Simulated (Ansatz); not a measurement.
`[SiH3][SiH2][O][GeH3]` + H₂O → `O[SiH2][O][GeH3]` + SiH₄ at 600 K and 1 bar (formal hydrolysis of the Si–Si bond).

Calculated with Ansatz (gas phase, PBE0-D4/def2-TZVP geometries, no zero-point term in ΔE). CCSD(T)/CBS adds triple-zeta CCSD(T) − MP2 to the extrapolated MP2 energy (def2 sets, frozen cores). This one scheme is used for every species. For Ge outer-core shells are correlated without core-valence functions, which leaves a few kJ/mol of doubt a bond. Scalar relativity is left out up to krypton. One conformer a species, not always the lowest.

| species | CCSD(T)/CBS energy (Eh) | H − E (kJ/mol) | S (J/(mol·K)) |
| --- | --- | --- | --- |
| `[SiH3][SiH2][O][GeH3]` | -2734.29409 | 258.4 | 520.6 |
| H₂O | -76.37941 | 76.8 | 212.8 |
| `O[SiH2][O][GeH3]` | -2519.25526 | 219.8 | 457.4 |
| SiH₄ | -291.46306 | 108.7 | 242.3 |

H − E and S are ideal-gas, rigid-rotor, harmonic terms from PBE0-D4/def2-TZVP, for one conformer and one mirror image of each species. 1 Eh = 2625.50 kJ/mol, R = 8.31446 J/(mol·K).

Problem. By hand: ΔE, ΔH, ΔS and ΔG.

Solution. ΔE = (-2519.25526) + (-291.46306) − (-2734.29409) − (-76.37941) = -0.04482 Eh = -117.7 kJ/mol. Δ(H − E) = 219.8 + 108.7 − 258.4 − 76.8 = -6.7, so ΔH = -124.4 kJ/mol. ΔS = 457.4 + 242.3 − 520.6 − 212.8 = -33.7 J/(mol·K). ΔG = -124.4 − 600 × (-33.7)/1000 = -104.2 kJ/mol.

Problem. By hand: the equilibrium constant, and the temperature at which ΔG would vanish if ΔH and ΔS stayed fixed.

Solution. log₁₀ K = −ΔG/(RT ln 10) = 9.1. ΔG = 0 at ΔH/ΔS = 3691 K, far beyond where these terms or the molecules hold.

ΔH outweighs TΔS. A doubt of 5 kJ/mol in ΔE shifts log₁₀ K by 0.4 here. Other conformers and mirror images would add mixing entropy, several J/(mol·K) or more a flexible species. Modes under 60 cm⁻¹, often nearly free rotors, make the harmonic entropy too high. These are equilibria of isolated gas molecules and say nothing of rates. Largest T1 diagnostic: 0.013 (customary marks: 0.02 for closed shells, 0.045 for open ones).
